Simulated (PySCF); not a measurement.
CH4SZn, SMILES C[S][ZnH]. Heavy atoms are numbered as in [ZnH:1][S:3][CH3:4]. Hydrogens are named by the atom that carries them.

The structure is a stationary point at PBE0-D3(BJ)/def2-SVP.

Method: PBE0/pcSseg-1 (PySCF).

GIAO shieldings, no solvent; atoms alike by connectivity are averaged. δ = σ(ref) − σ: ¹H against TMS (σ = 31.56 ppm); ³³S against H2S (σ = 716.7 ppm); ¹³C against TMS (σ = 186.3 ppm), references at their B3LYP-D3(BJ)/def2-TZVP geometries, non-relativistic.

```json
[
 {"atoms": "H on Zn1", "nucleus": "¹H", "count": "1", "δ (ppm)": "5.06"},
 {"atoms": "H on C4", "nucleus": "¹H", "count": "3", "δ (ppm)": "___"},
 {"atoms": "S3", "nucleus": "³³S", "count": "1", "δ (ppm)": "27.0"},
 {"atoms": "C4 (CH3)", "nucleus": "¹³C", "count": "1", "δ (ppm)": "___"}
]
```

Problem. Some entries are withheld; supply them. (An estimate is asked for; the answer gives what the named calculation found.)

Solution. 
- H on C4, δ (ppm): 2.19
- C4 (CH3), δ (ppm): 11.1
